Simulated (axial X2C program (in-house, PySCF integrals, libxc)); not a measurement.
**Worked dissociation energy of CaF⁻: HF, 2c**

Computed with an in-house all-electron X2C program for linear molecules (integrals from PySCF). Two-component (2c) means X2C with spin–orbit coupling and atomic mean-field two-electron Coulomb and Gaunt terms. Basis: Ca dyall-acv3z [12s13p7d5f], F dyall-av3z [7s6p3d2f] (cores contracted in-house); Gaussian nuclei, density fitting, unrestricted open shells. Masses: Ca 39.963 u, F 18.998 u.

Molecular state: Ω = 0 (closed shell).

* E(Ca) (2M_J = 0): -679.502358 hartree
* E(F-) (2M_J = 0): -99.539106 hartree
* E(CaF⁻) at Re: -779.160132 hartree
* ωe: 513.0 cm⁻¹
* ωexe: 3.24 cm⁻¹

**Question.** Work out De and D0.

**Answer.** De = -679.502358 + (-99.539106) − (-779.160132) = 0.11867 hartree = 3.229 eV. The zero-point energy is ωe/2 − ωexe/4 = 256 cm⁻¹ = 0.032 eV, so D0 = 3.197 eV.

The state is one determinant whose occupation by symmetry is held fixed; it was picked as the lowest of a PBE0 search that is not exhaustive. Dissociation energies refer to the lowest single-determinant-based atoms at the same level and basis. Hartree–Fock gets electron affinities wrong, so its lowest charge split need not be the true one.

Hartree–Fock lacks correlation and underbinds, often by eV.

Each atomic determinant is the lowest at this level and need not be a pure J level. Totals compare only within one Hamiltonian and basis.
